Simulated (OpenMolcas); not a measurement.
An atom or ion with 41 electrons was computed by SS-CASPT2, IPEA 0.25 Eh, imaginary shift 0.1 Eh with spin-orbit coupling (OpenMolcas, ANO-RCC-VTZP, DKH2). The lowest levels that the run gave, each within 12 % of the measured value where one is at hand:

```csv
J,Parity,E (cm⁻¹),g
5/2,even,0.0,2.001
1/2,even,12130,3.334
3/2,even,12350,1.868
5/2,even,12700,1.659
7/2,even,13190,1.589
9/2,even,13810,1.557
5/2,even,16920,0.570
7/2,even,16960,0.984
9/2,even,17010,1.172
11/2,even,17070,1.273
3/2,even,17140,1.438
1/2,even,17290,1.071
```

Which ion is it, and what are the configurations and terms?

Mo II (Z = 42, charge +1; active space 5 electrons in 11 orbitals (4d 5s 5d)). J, parity and g give the terms where levels are pure, and mixed ones are named by the computed weights; the size of the splittings, set against known spectra of the 41-electron sequence, gives the charge. In order, with the measured energies in cm⁻¹ (NIST Handbook of Basic Atomic Spectroscopic Data): 4d⁵ ⁶S_5/2, 4d⁴ 5s ⁶D_1/2 (11783), 4d⁴ 5s ⁶D_3/2 (12034), 4d⁴ 5s ⁶D_5/2 (12417), 4d⁴ 5s ⁶D_7/2 (12900), 4d⁴ 5s ⁶D_9/2 (13461), 4d⁵ ⁴G_5/2 (15199), 4d⁵ ⁴G_7/2 (15331), 4d⁵ ⁴G_9/2 (15428), 4d⁵ ⁴G_11/2 (15447), 4d⁵ ⁴D_3/2 [56 %], 4d⁵ ⁴D_1/2 [60 %].

Term energies are means over components that CASPT2 splits; among the terms shown or strongly mixed into the levels shown the widest spread is 110 cm-1 (4d⁴ 5s ⁶D). Terms from blocks run as CI alone lack orbitals of their own. Active for correlation alone: 5d; no level in the range computed is led by a configuration that fills it, so any true level of that kind is missing. Measured partners are found by configuration, term and J. A level has none where our copy of the source lacks it or the pairing is in doubt (some pairs that miss far off the trend of their configuration count as doubtful), and it then counts in no deviation. Only configurations of the active space appear.

A share in square brackets marks a mixed level and gives the weight of the term that names it.
